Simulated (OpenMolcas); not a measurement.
Cr3+ (d3) on a cation site of an ionic host was computed by CASSCF with the d shell active (OpenMolcas, ANO-RCC-VDZP on the metal). Its lowest spin-free states, and all those of the highest spin:

```tsv
2S+1	Degeneracy	E (cm-1)
4	1	0.0
4	3	11957
2	2	19313
4	3	19447
2	3	20301
2	3	26733
2	1	28268
2	3	31138
2	3	32226
4	3	32507
2	2	34439
2	3	37741
```

Q: Is the site octahedral, tetrahedral or cube-like, axial, or of lower symmetry?

A: The states with 2S+1 = 4 have orbital degeneracies 1, 3, 3, 3. Threefold states need a cubic site. For d3 at this spin an octahedron puts the single A2 below the threefold T2 and a tetrahedron or cube puts the threefold T1 below the threefold T2, so the site is octahedral. The first gap at this spin, 12000 cm-1, is |10Dq| in ligand-field theory. The run had Cr3+ with its 6 nearest fluoride ions at 2.014 Å, on the Y site of Cs2NaYF6 (a = 9.075 Å, distance in the model lattice 2.178 Å). The rest of the host is ab initio model potentials to 7.6 Å, with orthogonalisation functions on the cations behind the ligands, and point charges beyond; the distance is set by hand and nothing relaxes. Ligand basis ANO-RCC-VDZP.

Without dynamic correlation the repulsion within the d shell is too large (B by tens of per cent), so at a given field states of lower spin stand too high. Ligand-to-metal charge-transfer states are missing. With no ligand orbital active B as a rule stays too high, so bands that hang on it stand too high and its fall with covalency is understated. With metal d orbitals alone and no dynamic correlation 10Dq can be off by a tenth to a fifth, either way, in oxide and fluoride hosts. No measured value stands beside these numbers; the geometry was set by hand and not optimised.
